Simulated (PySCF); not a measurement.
BrGaH3N, SMILES [NH2][GaH][Br]. Atoms are numbered in the order given.

```xyz
6

Ga     0.4140    -0.8846     0.0000
H      1.8953    -1.3367     0.0000
Br    -0.1344     1.3526     0.0000
N     -1.0136    -1.9889     0.0000
H     -1.9742    -1.6579     0.0000
H     -0.9546    -3.0031     0.0000
```
Charge 0, spin multiplicity 1.

Geometry: TPSSh-D3(BJ)/def2-SVP. One conformer was computed; it need not be the lowest.

All values below come from PBE/def2-TZVPD (PySCF).

ESP charges are fitted to the potential on shells at 1.4 to 2.0 van der Waals radii. Atomic charges (e):

```csv
atom,IAO,ESP fit
Ga1,0.60,0.60
H2,-0.11,-0.12
Br3,-0.26,-0.26
N4,-0.77,-0.94
H5,0.27,0.35
H6,0.27,0.37
```
